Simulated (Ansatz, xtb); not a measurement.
## Relative energy of two isomers of C3H9BSi

We compare a, `B1CC[SiH2]C1`, a singlet, with b, `C=CBC[SiH3]`, a singlet. Both are isolated molecules in the gas phase, relaxed with PBE0-D3(BJ)/def2-SVP; the shapes shown needn't be the lowest conformers.

a (Å):

```
atom    x (Å)    y (Å)    z (Å)
   C  -0.8011   2.0948  -1.4365
   C  -1.6318   2.0693  -0.1396
   C  -0.7573  -0.4852  -0.8716
   B  -0.3919   0.6449  -1.8946
  Si  -1.0295   0.4928   0.7233
   H   0.2098   0.4500  -2.9299
   H   0.1972   2.5460  -1.2350
   H  -1.2182   2.7325  -2.2348
   H  -1.5520   2.9909   0.4569
   H  -2.7032   1.9377  -0.3724
   H   0.2615   0.7259   1.4482
   H  -2.0018  -0.1087   1.6897
   H  -1.7861  -0.7725  -1.1853
   H  -0.1540  -1.4026  -0.8790
```

b (Å):

```yaml
atoms:
  - { symbol: C, position_ang: [-0.9180, 3.1714, -2.4834] }
  - { symbol: C, position_ang: [-0.3289, 2.2975, -1.6486] }
  - { symbol: C, position_ang: [-0.0324, -0.2468, -0.7237] }
  - { symbol: B, position_ang: [-0.6600, 0.7844, -1.6981] }
  - { symbol: Si, position_ang: [-1.1530, -0.3496, 0.8013] }
  - { symbol: H, position_ang: [-0.6968, 4.2450, -2.4761] }
  - { symbol: H, position_ang: [-1.6564, 2.8317, -3.2185] }
  - { symbol: H, position_ang: [0.4037, 2.6918, -0.9309] }
  - { symbol: H, position_ang: [-1.4961, 0.4188, -2.5009] }
  - { symbol: H, position_ang: [0.0077, -1.2716, -1.1266] }
  - { symbol: H, position_ang: [0.9593, 0.0464, -0.3400] }
  - { symbol: H, position_ang: [-2.5380, -0.7626, 0.4216] }
  - { symbol: H, position_ang: [-1.2260, 0.9743, 1.4915] }
  - { symbol: H, position_ang: [-0.6070, -1.3549, 1.7648] }
```

Quicker runs give these differences E(b) − E(a): GFN2-xTB +0.716 eV; HF/STO-3G +1.896 eV (at GFN2-xTB geometries); r2SCAN-D4/def2-SVP +0.822 eV (at GFN2-xTB geometries).

Question: Estimate E(b) − E(a) at the level CCSD(T)/def2-SVP + ΔMP2/def2-TZVPP.

Answer: Calculated at CCSD(T)/def2-SVP + ΔMP2/def2-TZVPP: E(b) − E(a) = +0.689 eV, so structure a lies lower.

The same difference at several levels:

| level | geometry | E(b) − E(a) (eV) | departure from the last row (eV) | job, with rough time for the two |
| --- | --- | --- | --- | --- |
| GFN2-xTB | GFN2-xTB | +0.716 | +0.027 | optimisation, 0.14 s |
| HF/STO-3G | GFN2-xTB | +1.896 | +1.207 | single point, 0.28 s |
| r2SCAN-D4/def2-SVP | GFN2-xTB | +0.822 | +0.133 | single point, 2 s |
| PBE0-D3(BJ)/def2-SVP | PBE0-D3(BJ)/def2-SVP | +0.964 | +0.275 | optimisation, 38 s |
| HF/def2-SVP | PBE0-D3(BJ)/def2-SVP | +0.538 | −0.150 | part of the CCSD(T) run |
| MP2/def2-SVP | PBE0-D3(BJ)/def2-SVP | +0.784 | +0.095 | part of the CCSD(T) run |
| CCSD(T)/def2-SVP | PBE0-D3(BJ)/def2-SVP | +0.651 | −0.038 | single point |
| CCSD(T)/def2-SVP + ΔMP2/def2-TZVPP | PBE0-D3(BJ)/def2-SVP | +0.689 |  | single point, 20 s |

As drawn, b has 1 C=C, 1 Si–H in place of 1 C–C, 1 C–Si, 1 C–H. Structure a has a 5-membered ring, b no ring.

None of the levels shown reverses the order. The largest departure from CCSD(T)/def2-SVP + ΔMP2/def2-TZVPP is that of HF/STO-3G, 1.207 eV. The last row adds to CCSD(T) the change of the MP2 difference between the two basis sets, here +0.038 eV.

With thermal terms from frequencies at re-optimised GFN2-xTB minima (ideal gas, soft modes damped towards free rotors, one conformer each, 298.15 K, 1 atm): on the last row, ΔE + ΔZPE = +0.565, ΔH = +0.607, ΔG = +0.497 eV.

The correlated steps freeze 9 core orbitals. Codes used: Ansatz 0.2.0, xtb 6.7.1; the last row on 2 threads of Intel(R) Xeon(R) 6975P-C (Granite Rapids) on a shared host.
